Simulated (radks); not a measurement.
The numbers below are computed, except where a source is named.
These are the eigenvalues of the occupied orbitals of an atom or ion with whole-number occupations (eV). Level of theory: non-relativistic Kohn-Sham, LDA (Slater exchange, Perdew-Wang correlation), spin-unpolarised, spherical densities, point nucleus (a radial shooting solver on a logarithmic mesh with Libxc functionals).

1s: -5329.146
2s: -610.0632
2p: -518.1197
3s: -85.3186
3p: -60.3745
3d: -21.7200

Which element is it, and in what charge state? The configuration may be excited.

Answer. Z = 23, vanadium, charge +2: V2+ in [Ar] 3d3. The list shows which subshells hold electrons but not how many an open one holds; the 1s level, -195.84 hartree, gives Z - s = 19.8 by -(Z - s)^2/2, which with screening narrows Z to a few neighbours, and the depths of the outer levels then fix element, charge and occupations together.
